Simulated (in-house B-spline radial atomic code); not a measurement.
Configurations of the selenium ion Se⁺, with energies counted from [Ar] 3d10 4s2 4p3. All numbers are computed (scalar-relativistic (X2C) r2SCAN0, spin-polarised, spherical fractional occupations, exact exchange averaged over the configuration; Fermi nucleus of rms radius 4.14 fm) with a radial B-spline atomic code at the basis-set limit, not measured. Shells without spins written out take the highest spin.

Occupations are held fixed; configurations that lie above the ionisation limit could autoionise.

```
                configuration  E - E(ref) (eV)  highest orbital  its <r> (bohr)
        [Ar] 3d10 4s2 4p2 4d1           13.828            4d up           3.705
        [Ar] 3d10 4s2 4p2 5f1           19.429            5f up            15.1
             [Ar] 3d9 4s2 4p4           54.774          4p down           2.018
         [Ar] 3d9 4s2 4p3 5d1           71.112            5d up           8.213
[Ne] 3s2 3p5 3d10 4s2 4p3 5d1           176.19            5d up           8.216
```

**Question.** Order these further configurations by energy, lowest first.
A. [Ar] 3d9 4s2 4p3 4d1
B. [Ar] 3d10 4s1 4p3 5s1
C. [Ar] 3d9 4s2 4p3 5f1
D. [Ar] 3d10 4s2 4p2 5d1
E. [Ne] 3s2 3p5 3d10 4s2 4p3 4f1

**Answer.** D (17.534 eV), B (19.901 eV), A (66.832 eV), C (73.186 eV), E (177.07 eV).

**Question.** How far above the reference does [Ne] 3s2 3p5 3d10 4s2 4p3 5s1 lie?

**Answer.** 170.9 eV; its least bound orbital is 5s up with <r> = 4.396 bohr.
